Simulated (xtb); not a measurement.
singlet silylene (H₂Si), singlet, at a GFN2-xTB geometry; GFN1-xTB in xtb.

The xtb input:
```
$ xtb mol.xyz --gfn 1 --json

# file mol.xyz
3

Si    -0.00666824    -0.00277970     0.12275926
H      0.04778718     1.13172388    -0.83406892
H      0.04556812    -1.09280805    -0.88456070
```

Predict the main parts of the log of this xtb run.


```
   ID    Z sym.   atoms
    1   14 Si     1
    2    1 H      2, 3

           -------------------------------------------------
          |                Calculation Setup                |
           -------------------------------------------------

           -------------------------------------------------
          |                 G F N 1 - x T B                 |
           -------------------------------------------------

          ...................................................
          :                      SETUP                      :
          :.................................................:
          :  # basis functions                  14          :
          :  # atomic orbitals                  13          :
          :  # shells                            7          :
          :  # electrons                         6          :
          :  # halogen bonds                     0          :
          :  max. iterations                   250          :
          :  Hamiltonian                  GFN1-xTB          :
          :  restarted?                      false          :
          :  GBSA solvation                  false          :
          :  PC potential                    false          :
          :  electronic temp.          300.0000000     K    :
          :  accuracy                    1.0000000          :
          :  -> integral cutoff          0.2500000E+02      :
          :  -> integral neglect         0.1000000E-07      :
          :  -> SCF convergence          0.1000000E-05 Eh   :
          :  -> wf. convergence          0.2000000E-04 e    :
          :  Broyden damping             0.4000000          :
          :  net charge                          0          :
          :  unpaired electrons                  0          :
          ...................................................

 iter      E             dE          RMSdq      gap      omega  full diag
   1     -2.8385345 -0.283853E+01  0.293E+00    2.57       0.0  T
   2     -2.8423756 -0.384111E-02  0.143E+00    2.50       1.0  T
   3     -2.8429342 -0.558632E-03  0.353E-01    2.43       1.0  T
   4     -2.8429578 -0.235294E-04  0.174E-01    2.46       1.0  T
   5     -2.8429950 -0.372108E-04  0.475E-03    2.45      12.2  T
   6     -2.8429950 -0.134872E-07  0.228E-03    2.45      25.3  T
   7     -2.8429950 -0.447655E-08  0.291E-05    2.45    1981.5  T
   8     -2.8429950 -0.568434E-13  0.457E-06    2.45   12627.6  T

   *** convergence criteria satisfied after 8 iterations ***

         :::::::::::::::::::::::::::::::::::::::::::::::::::::
         ::                     SUMMARY                     ::
         :::::::::::::::::::::::::::::::::::::::::::::::::::::
         :: total energy              -2.828429892565 Eh    ::
         :: gradient norm              0.021794812527 Eh/a0 ::
         :: HOMO-LUMO gap              2.445178095147 eV    ::
         ::.................................................::
         :: SCC energy                -2.842994982744 Eh    ::
         :: -> electrostatic           0.003094453936 Eh    ::
         :: repulsion energy           0.014891996116 Eh    ::
         :: dispersion energy         -0.000326905937 Eh    ::
         :: halogen bond corr.         0.000000000000 Eh    ::
         :: add. restraining           0.000000000000 Eh    ::
         :: total charge              -0.000000000000 e     ::
         :::::::::::::::::::::::::::::::::::::::::::::::::::::

           -------------------------------------------------
          |                Property Printout                |
           -------------------------------------------------

    * Orbital Energies and Occupations

         #    Occupation            Energy/Eh            Energy/eV
      -------------------------------------------------------------
         1        2.0000           -0.5949349             -16.1890
         2        2.0000           -0.4523445             -12.3089
         3        2.0000           -0.3720224             -10.1232 (HOMO)
         4                         -0.2821637              -7.6781 (LUMO)
         5                         -0.1949049              -5.3036
         6                         -0.1528598              -4.1595
         7                         -0.1068660              -2.9080
         8                         -0.1068660              -2.9080
         9                         -0.1068660              -2.9080
        10                         -0.0431373              -1.1738
        11                         -0.0223114              -0.6071
        12                          0.7600638              20.6824
        13                          1.2243508              33.3163
      -------------------------------------------------------------
                  HL-Gap            0.0898586 Eh            2.4452 eV
             Fermi-level           -0.3270930 Eh           -8.9007 eV

  Mulliken/CM5 charges         n(s)   n(p)   n(d)
     1Si    0.20981  0.05081   1.705  1.869  0.216
     2H    -0.10491 -0.02540   1.105  0.000  0.000
     3H    -0.10491 -0.02540   1.105  0.000  0.000

Wiberg/Mayer (AO) data.
largest (>0.10) Wiberg bond orders for each atom

 ---------------------------------------------------------------------------
     #   Z sym  total        # sym  WBO       # sym  WBO       # sym  WBO
 ---------------------------------------------------------------------------
     1  14 Si   2.019 --     2 H    1.009     3 H    1.009
     2   1 H    1.013 --     1 Si   1.009
     3   1 H    1.013 --     1 Si   1.009
 ---------------------------------------------------------------------------

Topologies differ in total number of bonds
Writing topology from bond orders to xtbtopo.mol

 dipole moment from electron density (au)
     X       Y       Z
  -0.0073  -0.0030   0.1338  total (Debye):    0.341

           -------------------------------------------------
          | TOTAL ENERGY               -2.828429892565 Eh   |
          | GRADIENT NORM               0.021794812527 Eh/α |
          | HOMO-LUMO GAP               2.445178095147 eV   |
           -------------------------------------------------

normal termination of xtb
```
